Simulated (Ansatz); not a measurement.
Cost and result for the atomization energy of AlFH6N2Si, SMILES `[NH2][Al]([F])[NH][SiH3]` (11 atoms, 10 bonds).

```xyz
11

N     0.944    1.310   -1.404
Al    0.427    1.310    0.272
F     0.669    2.661    1.187
N    -0.352   -0.084    1.045
Si   -0.745   -1.617    0.368
H     1.385    2.089   -1.862
H     0.841    0.535   -2.037
H    -0.604    0.034    2.018
H    -2.207   -1.900    0.397
H    -0.294   -1.597   -1.050
H    -0.065   -2.743    1.066
```

Total charge 0; spin multiplicity 1. The geometry is a stationary point of PBE0-D4/def2-TZVP. It is one conformer, not always the lowest. Program: Ansatz. All runs use 4 threads of an Arm Neoverse V2 on a shared host. Times are those of one run each, without the atoms' runs, and a repeat can differ threefold. Electronic energies, without spin–orbit coupling; frozen cores. CCSD(T)/CBS adds CCSD(T) − MP2 in def2-TZVPP to the MP2 limit, and its time is that of the two runs behind it. T1 = 0.011. B3LYP takes the VWN-RPA correlation (the form of Gaussian; ORCA's B3LYP/G).

CCSD(T)/CBS is a level of theory with its own doubt, some kJ/mol a heavy atom from the limit and from the frozen cores, so smaller differences don't rank the functionals.

| level | functions | wall time | atomization (kcal/mol) | difference from CCSD(T)/CBS | per bond |
| --- | --- | --- | --- | --- | --- |
| PBE-D4/def2-TZVPP (with forces) | 261 | 2.2 s | 923.9 | -1.1 | -0.1 |
| PBE0-D4/def2-TZVPP | 261 | 2.7 s | 908.0 | -17.0 | -1.7 |
| B3LYP-D4/def2-TZVPP (with forces) | 261 | 4 s | 921.8 | -3.2 | -0.3 |
| r2SCAN-D4/def2-TZVPP (with forces) | 261 | 4.3 s | 916.8 | -8.2 | -0.8 |
| B2PLYP/def2-TZVPP | 261 | 4.7 s | 912.1 | -12.9 | -1.3 |
| ωB97X-V/def2-TZVPP | 261 | 7 s | 926.2 | 1.2 | 0.1 |
| ωB97M-V/def2-TZVPP (with forces) | 261 | 9.5 s | 924.3 | -0.7 | -0.1 |
| MP2/def2-QZVPP | 491 | 17 s | 927.6 | 2.6 | 0.3 |
| CCSD(T)/def2-TZVPP | 261 | 2.3 min | 894.5 | -30.5 | -3.0 |
| CCSD(T)/CBS(def2) | – | 2.6 min | 925.0 | 0.0 | 0.0 |

In def2-TZVPP, CCSD(T) changes the Hartree–Fock value by +236.2 kcal/mol (the triples alone add +12.1 kcal/mol) and MP2 by +250.5 kcal/mol; breaking electron pairs costs correlation energy, which Hartree–Fock lacks. The D4 term adds +8.5 kcal/mol with B3LYP and +4.5 kcal/mol with PBE0; it sums over pairs of atoms, weighted by their polarisabilities, and B3LYP, whose exchange is more repulsive, gets the larger term. From PBE to PBE0 (25 % exact exchange), in def2-TZVPP and without D4, the atomization energy moves by −15.1 kcal/mol: exact exchange takes away binding that semilocal exchange gives to molecules.
